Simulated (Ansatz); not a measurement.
Relaxation of BClH3NO (7 atoms, charge 0, multiplicity 1), to a largest force component of 0.02 eV/Å in at most 40 steps.

These are results of Ansatz 0.2.0, RKS B3LYP-D4/6-31G, not measurements.

```xyz
7
Properties=species:S:1:pos:R:3
B 0.000 0.000 0.000
O 0.000 0.000 1.410
H -0.909 -0.281 1.747
Cl 1.611 0.000 -0.930
N -1.342 0.000 -0.775
H -2.011 -0.816 -0.676
H -1.591 0.816 -1.404
```

Question: Where does it end, and by what steps?

Answer: The run converged. Limits of this set-up: no polarisation functions. After 7 steps the energy has fallen by 1.097 eV; H7 moved furthest, 0.77 Å.

```csv
step,energy less start (eV),largest force component (eV/Å),accepted
0,0.0000,2.335,yes
1,-0.4985,2.202,yes
2,-0.7585,1.815,yes
3,-0.9799,0.967,yes
4,-1.0815,0.220,yes
5,-1.0961,0.074,yes
6,-1.0973,0.024,yes
7,-1.0974,0.008,yes
```

```xyz
7
Properties=species:S:1:pos:R:3
B -0.113 0.010 -0.013
O -0.008 -0.248 1.334
H -0.800 -0.458 1.857
Cl 1.460 0.393 -0.870
N -1.293 0.006 -0.775
H -2.208 -0.193 -0.397
H -1.281 0.208 -1.764
```

Whether the end is a true minimum wasn't checked by a vibrational analysis.

The run took 22 s on 1 thread of Arm Neoverse V1 (shared host), peak memory 0.14 GiB.
